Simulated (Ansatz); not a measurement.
`[AlH2][CH2][CH2][GeH3]` + `C[SiH2]N` → `C[SiH2][NH][AlH2]` + `C[CH2][GeH3]`  (ligand exchange at the Al–C bond)

Isolated molecules relaxed with PBE0-D4/def2-TZVP in Ansatz; ΔE leaves out vibrations. CCSD(T)/CBS is the MP2 limit (def2-TZVPP, def2-QZVPP) plus CCSD(T) − MP2 in def2-TZVPP, frozen cores. Functionals use def2-TZVPP. For Ge outer-core shells are correlated without core-valence functions, which leaves a few kJ/mol of doubt a bond. Scalar relativity is left out up to krypton. One conformer a species, not always the lowest.

**Question.** Is it downhill or uphill in electronic energy at CCSD(T)/CBS, and by how much? (Best estimate.)

**Answer.** The calculation gave: Downhill: ΔE = -1.31 eV.

**Question.** What do these levels give: ωB97X-V, r2SCAN, PBE0, HF/def2-TZVPP, MP2/def2-TZVPP, SCS-MP2/def2-QZVPP? (An estimate is asked.)

**Answer.** Computed: ωB97X-V -1.29, r2SCAN -1.32, PBE0 -1.25, HF/def2-TZVPP -1.38, MP2/def2-TZVPP -1.35, SCS-MP2/def2-QZVPP -1.35 eV.

Largest T1 diagnostic among the species: 0.011.

In def2-TZVPP, CCSD(T) changes the Hartree–Fock value by +0.04 eV (the triples alone add +0.00 eV) and MP2 by +0.03 eV.
